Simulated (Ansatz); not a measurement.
`[NH2][Zn][N]([SiH3])[SiH3]` + H₂ → `[SiH3][N]([SiH3])[ZnH]` + NH₃ at 600 K and 1 bar (hydrogenolysis of a Zn–N bond).

Program: Ansatz. Geometries: PBE0-D4/def2-TZVP. ΔE: electronic, gas phase. CBS: MP2 limit from def2 TZ/QZ plus the TZ coupled-cluster correction, frozen cores. This one scheme is used for every species. For Zn outer-core shells are correlated without core-valence functions, which leaves a few kJ/mol of doubt a bond. Scalar relativity is left out up to krypton. Each species was taken in one conformer, which may not be the lowest.

```json
{"species": "`[NH2][Zn][N]([SiH3])[SiH3]`", "CCSD(T)/CBS energy (Eh)": "-2470.82045", "H − E (kJ/mol)": "296.6", "S (J/(mol·K))": "549.4"}
{"species": "H₂", "CCSD(T)/CBS energy (Eh)": "-1.17544", "H − E (kJ/mol)": "43.9", "S (J/(mol·K))": "150.8"}
{"species": "`[SiH3][N]([SiH3])[ZnH]`", "CCSD(T)/CBS energy (Eh)": "-2415.49005", "H − E (kJ/mol)": "233.6", "S (J/(mol·K))": "475.4"}
{"species": "NH₃", "CCSD(T)/CBS energy (Eh)": "-56.50880", "H − E (kJ/mol)": "112.4", "S (J/(mol·K))": "219.5"}
```

H − E and S are ideal-gas, rigid-rotor, harmonic terms from PBE0-D4/def2-TZVP, for one conformer and one mirror image of each species. For small species the MP2-based limit differs from directly extrapolated CCSD(T) by up to some mEh (0.8 for H₂); such offsets cancel only in part. 1 Eh = 2625.50 kJ/mol, R = 8.31446 J/(mol·K).

Problem. By hand: ΔE, ΔH, ΔS and ΔG.

Solution. ΔE = (-2415.49005) + (-56.50880) − (-2470.82045) − (-1.17544) = -0.00296 Eh = -7.8 kJ/mol. Δ(H − E) = 233.6 + 112.4 − 296.6 − 43.9 = 5.5, so ΔH = -2.3 kJ/mol. ΔS = 475.4 + 219.5 − 549.4 − 150.8 = -5.3 J/(mol·K). ΔG = -2.3 − 600 × (-5.3)/1000 = 0.9 kJ/mol.

Problem. By hand: the equilibrium constant, and the temperature at which ΔG would vanish if ΔH and ΔS stayed fixed.

Solution. log₁₀ K = −ΔG/(RT ln 10) = -0.1. ΔG = 0 at ΔH/ΔS = 434 K, though so small a ΔH makes that figure unsure.

TΔS isn't small against ΔH here. The sign of ΔG lies within the doubt. A doubt of 5 kJ/mol in ΔE shifts log₁₀ K by 0.4 here. Other conformers and mirror images would add mixing entropy, several J/(mol·K) or more a flexible species. Modes under 60 cm⁻¹, often nearly free rotors, make the harmonic entropy too high. These are equilibria of isolated gas molecules and say nothing of rates. Largest T1 diagnostic: 0.015 (customary marks: 0.02 for closed shells, 0.045 for open ones).
